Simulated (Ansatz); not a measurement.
Cd(Me)2 (C₂H₆Cd), SMILES [CH3][Cd][CH3].

Geometry optimised at B3LYP-D3(BJ)/def2-SVP. The isomer is the one that the SMILES or the coordinates give; other isomers of the formula were not compared. The def2 effective core potentials stand for the cores of Cd; spin–orbit coupling is left out.

Two levels are set side by side: PBE/def2-SVPD (Ansatz, a quantum-chemistry and plane-wave program) and PBE0/def2-SVPD (Ansatz). Energy differences of separate SCF runs at the same geometry; the states with an electron removed or added have multiplicity 2 and 2. Differences are taken from unrounded values.

```json
[
 {"quantity": "vertical ionisation energy (eV)", "PBE": "8.78"},
 {"quantity": "vertical singlet–triplet gap (eV)", "PBE": "4.87"}
]
```

Question: These are the PBE values. What does PBE0 give? (An estimate is asked for; the answer gives what the named calculation found.)

Answer: 
```csv
quantity,PBE0,PBE minus PBE0
vertical ionisation energy (eV),8.84,-0.07
vertical singlet–triplet gap (eV),5.04,-0.18
```
